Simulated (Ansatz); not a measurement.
Reaction (formal hydrolysis of a C–C bond): `CC(C)CCC(C)(C)C` + H₂O → `CC(C)CCO` + `CC(C)C`

Gas-phase electronic energies from Ansatz, PBE0-D4/def2-TZVP geometries. CCSD(T)/CBS adds triple-zeta CCSD(T) − MP2 to the extrapolated MP2 energy (def2 sets, frozen cores). This one scheme is used for every species. Functionals use def2-TZVPP. Each species was taken in one conformer, which may not be the lowest.

```csv
level,ΔE (kcal/mol)
BLYP-D4,8.8
r2SCANh-D4,10.1
CAM-B3LYP-D4,8.9
BLYP,3.3
r2SCAN,8.8
HF/def2-QZVPP,3.9
MP2/def2-QZVPP,15.4
MP2/CBS(def2),15.7
```

(1) What does CCSD(T)/CBS give? (An estimate is asked.)

Largest T1 diagnostic among the species: 0.009.

## Answers

(1) Ansatz gave: +13.3 kcal/mol. The listed levels differ from it by -4.5, -3.2, -4.4, -10.0, -4.5, -9.4, 2.1, 2.4 kcal/mol.

From BLYP to BHLYP (50 % exact exchange), in def2-TZVPP and without D4, ΔE moves by +2.6 kcal/mol. In def2-TZVPP, CCSD(T) changes the Hartree–Fock value by +8.6 kcal/mol (the triples alone add +1.1 kcal/mol) and MP2 by +11.1 kcal/mol. The D4 term adds +4.3 kcal/mol with B3LYP and +2.6 kcal/mol with PBE0; it sums over pairs of atoms, weighted by their polarisabilities, and B3LYP, whose exchange is more repulsive, gets the larger term.

B3LYP here is the variant with VWN-RPA as its local correlation; programs differ in this.

CCSD(T)/CBS has its own doubt, a few kJ/mol and more with outer-core shells, so smaller differences from it don't rank the levels.
